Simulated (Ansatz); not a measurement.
`BO[SiH2]S` + HBr → `BO[SiH2]Br` + H₂S at 400 K and 1 bar (ligand exchange at the Si–S bond).

Calculated with Ansatz (gas phase, PBE0-D4/def2-TZVP geometries, no zero-point term in ΔE). CBS: MP2 limit from def2 TZ/QZ plus the TZ coupled-cluster correction, frozen cores. This one scheme is used for every species. For Br outer-core shells are correlated without core-valence functions, which leaves a few kJ/mol of doubt a bond. Scalar relativity is left out up to krypton. Each species was taken in one conformer, which may not be the lowest.

```json
{"species": "`BO[SiH2]S`", "CCSD(T)/CBS energy (Eh)": "-789.92994", "H − E (kJ/mol)": "169.8", "S (J/(mol·K))": "369.9"}
{"species": "HBr", "CCSD(T)/CBS energy (Eh)": "-2573.91920", "H − E (kJ/mol)": "27.6", "S (J/(mol·K))": "207.2"}
{"species": "`BO[SiH2]Br`", "CCSD(T)/CBS energy (Eh)": "-2964.89003", "H − E (kJ/mol)": "145.0", "S (J/(mol·K))": "366.9"}
{"species": "H₂S", "CCSD(T)/CBS energy (Eh)": "-398.97279", "H − E (kJ/mol)": "53.4", "S (J/(mol·K))": "215.9"}
```

H − E and S are ideal-gas, rigid-rotor, harmonic terms from PBE0-D4/def2-TZVP, for one conformer and one mirror image of each species. 1 Eh = 2625.50 kJ/mol, R = 8.31446 J/(mol·K).

By hand: ΔE, ΔH, ΔS and ΔG.

ΔE = (-2964.89003) + (-398.97279) − (-789.92994) − (-2573.91920) = -0.01368 Eh = -35.9 kJ/mol. Δ(H − E) = 145.0 + 53.4 − 169.8 − 27.6 = 1.0, so ΔH = -34.9 kJ/mol. ΔS = 366.9 + 215.9 − 369.9 − 207.2 = 5.7 J/(mol·K). ΔG = -34.9 − 400 × (5.7)/1000 = -37.2 kJ/mol.

By hand: the equilibrium constant, and the temperature at which ΔG would vanish if ΔH and ΔS stayed fixed.

log₁₀ K = −ΔG/(RT ln 10) = 4.9. ΔH and −TΔS have one sign here, so there is no such temperature.

The number of gas molecules stays the same, so ΔS is small and ΔH decides. A doubt of 5 kJ/mol in ΔE shifts log₁₀ K by 0.7 here. Other conformers and mirror images would add mixing entropy, several J/(mol·K) or more a flexible species. Modes under 60 cm⁻¹, often nearly free rotors, make the harmonic entropy too high. These are equilibria of isolated gas molecules and say nothing of rates. Largest T1 diagnostic: 0.013 (customary marks: 0.02 for closed shells, 0.045 for open ones).

ΔS is within the doubt of such terms, so its sign, and with it that verdict, could turn.
